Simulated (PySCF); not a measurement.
# Dipole moment and polarisability of `CO/C=P\COC`

Compound: C₄H₉O₂P.
Geometry (GFN2-xTB, Å), atoms numbered from 1 in this order:
```
atom  x, y, z in Å
C1    -2.9796    0.5641    0.5802
O2    -1.6423    0.5957    0.1428
C3    -1.2790   -0.3586   -0.7357
P4     0.2554   -0.5404   -1.3980
C5     1.1583    0.8887   -0.5439
O6     1.7772    0.5139    0.6558
C7     2.8814   -0.3321    0.4704
H8    -3.1020    1.4084    1.2565
H9    -3.1979   -0.3655    1.1152
H10   -3.6739    0.6645   -0.2606
H11   -2.0531   -1.0550   -1.0467
H12    0.4331    1.6637   -0.2910
H13    1.8975    1.2923   -1.2547
H14    3.2775   -0.5527    1.4599
H15    2.5851   -1.2665   -0.0250
H16    3.6549    0.1559   -0.1365
```

Level: CAM-B3LYP/def2-SVPD (PySCF), static field, nuclei fixed, core orbitals frozen in the response. The polarisability tensor in these axes (au):

```
x   117.95  -1.57  -7.17
y    -1.57  74.10   5.21
z    -7.17   5.21  78.49
```

**Question.** What are the eigenvalues, a third of the trace, and Δα (Δα² = ½Σ(αi − αj)² over the three pairs)?

**Answer.** Principal values 70.47, 80.72 and 119.34 au; mean 90.18 au = 13.36 Å³ = 14.87 × 10⁻⁴⁰ C²·m²/J; Δα = 44.64 au (50 % of the mean).

**Question.** What is the dipole moment, and where does it point?

**Answer.** (-1.97, 0.09, 0.26) D, 1.99 D in size, pointing from the negative to the positive side. Measured along this direction, the outermost atoms are H16 at the negative end and H10 at the positive end.

**Question.** Traceless (Buckingham) quadrupole moment about the centre of nuclear charge: eigenvalues?

**Answer.** -11.95, -3.56, 15.51 D·Å. The values depend on the origin, since the dipole doesn't vanish. The electronic extent ⟨r²⟩ about the same centre is 1225 bohr², a root-mean-square distance of 2.31 Å for the 64 electrons.

**Question.** Find the Langevin capture rate constant for H3+ (3.023 u) meeting this molecule (120.034 u), k = 2.342 × 10⁻⁹ cm³/s × √(α in Å³ / reduced mass in u).

**Answer.** The reduced mass is 2.95 u, so k = 4.99 × 10⁻⁹ cm³/s. The formula leaves out the permanent dipole, which adds to the capture rate.

**Question.** Rayleigh depolarisation ratio (linearly polarised light, static tensor)?

**Answer.** ρ = 3Δα²/(45ᾱ² + 4Δα²) = 5978.0/(365946 + 7970.6) = 0.016.

**Question.** Directions of the eigenvectors, and the extent of the frame along each?

**Answer.** Largest value along (0.98, -0.05, -0.18), where the nuclei span 7.20 Å; middle along (0.18, 0.58, 0.79), 3.23 Å; least along (-0.06, 0.81, -0.58), 3.16 Å. 

**Question.** In a dilute gas of rigid molecules at 250 K, how does the orientational term μ²/3kT compare with the electronic polarisability?

**Answer.** In Gaussian units μ²/3kT = 38.22 Å³ against 13.36 Å³, a ratio of 2.86; the Debye molar polarisation (4π/3)N_A(α + μ²/3kT) is 130.1 cm³/mol, leaving out the vibrational part.

One conformer (not necessarily the lowest) at the GFN2-xTB geometry, without solvent, vibrations or thermal averaging.
